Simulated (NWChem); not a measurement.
System: SbH₂Br; SMILES [Br][SbH2]

```xyz
4

Sb     0.0364    -1.0050     0.0000
H     -1.1703    -1.1440     1.2156
H     -1.1703    -1.1440    -1.2156
Br     0.0139     1.5298     0.0000
```
Atoms are numbered in this order, from 1.

The geometry was optimised at PBE0/def2-SVP. Not confirmed as a minimum by frequencies. def2 effective core potentials on Sb; no spin-orbit coupling.

Symmetry labels are those of Cs in the frame above (b1 and b2, or b-type labels, depend on it).

Question: List the 4 lowest vertical singlet excitations from PBE/def2-SVPD with def2 effective core potentials on Sb, TDA (NWChem).

Answer: 
```
state  energy (eV)  oscillator strength  symmetry  leading excitation (squared amplitude)
-----  -----------  -------------------  --------  --------------------------------------
S1            3.99                0.023        a'                      HOMO → LUMO (0.96)
S2            4.32                0.004        a"                    HOMO−1 → LUMO (1.00)
S3            5.34                0.052        a'                    HOMO−2 → LUMO (0.87)
S4            5.49                0.019        a"                    HOMO → LUMO+1 (0.87)
```
